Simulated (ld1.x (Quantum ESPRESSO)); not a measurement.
caesium, PAW: configuration errors across variants

- Element: Cs
- Generator: ld1.x (Quantum ESPRESSO) 7.5
- Type: PAW
- Functional: PBE
- Relativity: scalar-relativistic
- Frozen core: [Kr] 4d10
- Valence charge: 9
- Reference configuration: 5s2 5p6 5d0 6s0 6p1
- Partial waves: 5s (bound): rcut 2.25, rcutus 2.30 bohr; 6s (bound, empty): rcut 2.25, rcutus 2.30 bohr; 5p (bound): rcut 3.35, rcutus 4.15 bohr; 6p (bound): rcut 3.35, rcutus 4.15 bohr; 5d (bound, empty): rcut 3.70, rcutus 4.00 bohr; 5d channel at 0.6 Ry: rcut 3.70, rcutus 4.00 bohr
- Local potential: all-electron potential smoothed inside 2.05 bohr (lloc = -1)
- Core correction: Bessel-smoothed model core inside 1.15 bohr
- Augmentation charge: BESSEL, radius 1.95 bohr

All-electron excitation energies from the reference (eV): (1) 5s2 5p6 5d0 6s1 6p0 -1.371; (2) 5s2 5p6 5d0 6s0 6p0 2.493; (3) 5s2 5p6 5d0 6s0.5 6p0 0.099; (4) 5s2 5p6 5d0.5 6s0.5 6p0 -0.528; (5) 5s2 5p6 5d1 6s0 6p0 0.300.

The overlap operator is not positive definite (basis up to 400 Ry) in “base”, “local potential all-electron potential smoothed inside 3.35 bohr (lloc = -1)”, “local potential all-electron potential smoothed inside 2.26 bohr (lloc = -1)”, “waves 5p (bound): rcut 3.35, rcutus 5.88 bohr; 6p (bound): rcut 3.35, rcutus 5.88 bohr”, “augmentation BESSEL, radius 1.70 bohr”, “all radii but the core radius scaled by about 1.41 (s 3.24, p 5.84, d 5.62 bohr, rcut 3.16/4.72/5.20); local potential all-electron potential smoothed inside 2.88 bohr (lloc = -1); augmentation BESSEL, radius 2.74 bohr”, “waves 5s (bound): rcut 2.04, rcutus 2.16 bohr; 6s (bound): rcut 2.04, rcutus 2.16 bohr”. Such files are unfit for use, however small their errors in these radial tests.

Tests that are not counted but printed errors over 1 eV. “base”: 5s1 5p6 5d0 6s1 6p0 (solver errors, printed error -305 eV). “local potential all-electron potential smoothed inside 2.26 bohr (lloc = -1)”: 5s1 5p6 5d0 6s1 6p0 (solver errors, printed error -320 eV). “waves 5p (bound): rcut 3.35, rcutus 5.88 bohr; 6p (bound): rcut 3.35, rcutus 5.88 bohr”: 5s2 5p6 5d0 6s0 6p0 (solver errors, printed error -376 eV); 5s2 5p6 5d0 6s1 6p0 (pseudo-atom not self-consistent, printed error -10.6 eV); 1 more. “all radii but the core radius scaled by about 1.41 (s 3.24, p 5.84, d 5.62 bohr, rcut 3.16/4.72/5.20); local potential all-electron potential smoothed inside 2.88 bohr (lloc = -1); augmentation BESSEL, radius 2.74 bohr”: 5s2 5p6 5d0.5 6s0.5 6p0 (solver errors, printed error -456 eV); 5s2 5p6 5d0 6s1 6p0 (solver errors, printed error -426 eV); 2 more.

2 further variants failed, have other tests or another functional or relativity, and are left out.

Errors AE − PS in meV (a dash: test not solved or not reliable):

```tsv
change	(1)	(2)	(3)	(4)	(5)	bound ghosts
base	+6.5	+7.2	+5.4	+3.6	+1.2	not determined (overlap not positive)
local potential all-electron potential smoothed inside 3.35 bohr (lloc = -1)	-12	-41	-23	–	–	not determined (overlap not positive)
local potential all-electron potential smoothed inside 2.26 bohr (lloc = -1)	+6.5	+5.9	+5.2	+3.9	+1.6	not determined (overlap not positive)
waves 5p (bound): rcut 3.35, rcutus 5.88 bohr; 6p (bound): rcut 3.35, rcutus 5.88 bohr	–	–	–	–	–	not determined (overlap not positive)
augmentation BESSEL, radius 1.70 bohr	+7.8	+7.5	+6.3	+5.1	–	not determined (overlap not positive)
all radii but the core radius scaled by about 1.41 (s 3.24, p 5.84, d 5.62 bohr, rcut 3.16/4.72/5.20); local potential all-electron potential smoothed inside 2.88 bohr (lloc = -1); augmentation BESSEL, radius 2.74 bohr	–	–	–	–	–	not determined (overlap not positive)
waves 5s (bound): rcut 2.04, rcutus 2.16 bohr; 6s (bound): rcut 2.04, rcutus 2.16 bohr	+7.5	+7.2	+5.9	+5.1	–	not determined (overlap not positive)
```

(1) Give the same row for: wave 5d channel at 0.6 Ry: rcut 3.70, rcutus 4.00 bohr becomes 5d channel at 1.23 Ry: rcut 3.70, rcutus 4.00 bohr.

## Answers

(1) +6.5, +7.2, +5.4, +3.7, +1.4; bound ghosts: not determined (overlap not positive). Not counted: 5s1 5p6 5d0 6s1 6p0 (solver errors, printed error -305 eV). Its overlap operator is not positive definite in a basis up to 400 Ry (lowest eigenvalue p -0.80), so the file is unfit for use: the generalised eigenproblem breaks down once the basis is large enough, and its test numbers describe a broken file.
